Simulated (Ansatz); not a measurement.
Al(H2S)Cl3 (AlH₂SCl₃). The state is a singlet with charge 0. Geometry PBE0-D4/def2-SVP, basis def2-TZVP, Ansatz.

```csv
run,HOMO (eV),LUMO (eV)
A,-7.33,-2.12
B,-8.74,-1.13
C,-7.48,-2.23
D,-8.34,-1.51
E,-8.99,-0.97
F,-8.44,-1.39
```

B3LYP takes the VWN-RPA correlation. HSE06 is defined as in plane-wave codes, on full-range PBE exchange.

**Question.** The runs used B3LYP, HSE06, LDA (SPW92), PBE, PBE0, r2SCAN0. Estimate which is which.

**Answer.** A PBE (0 % exact exchange); B PBE0 (25 % exact exchange); C LDA (SPW92) (0 % exact exchange); D HSE06 (range-separated); E r2SCAN0 (25 % exact exchange); F B3LYP (20 % exact exchange). Exact exchange lowers occupied and raises empty levels; among semilocal functionals meta-GGAs tend to open the gap a little, and such runs are hard to tell apart. The gap grows from 5.21 eV (PBE) to 8.02 eV (r2SCAN0).
